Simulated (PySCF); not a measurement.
How methods differ on the excitation energy of B⁺

B⁺ [He] 2s2 (1S) → B⁺ [He] 2s1 3s1 (3S), as a difference of total energies. Computed with PySCF 2.14 in dyall-acv3z, with scalar relativity by spin-free X2C-1e. Correlated levels: valence: 1s2 frozen; virtual orbitals above 40 to 60 times the deepest correlated orbital energy dropped. The calculations carry no spin-orbit coupling.

```tsv
method	excitation energy (eV)	error (eV)
UHF	14.636	-1.454
MP2 (valence)	15.566	-0.524
SCS-MP2 (valence)	15.834	-0.256
CCSD (valence)	16.065	-0.025
```

Reference: 16.090 eV (measured; NIST levels).

Errors of the correlated levels include the incompleteness of this basis and the frozen core.

With two correlated electrons CCSD is exact in that space.
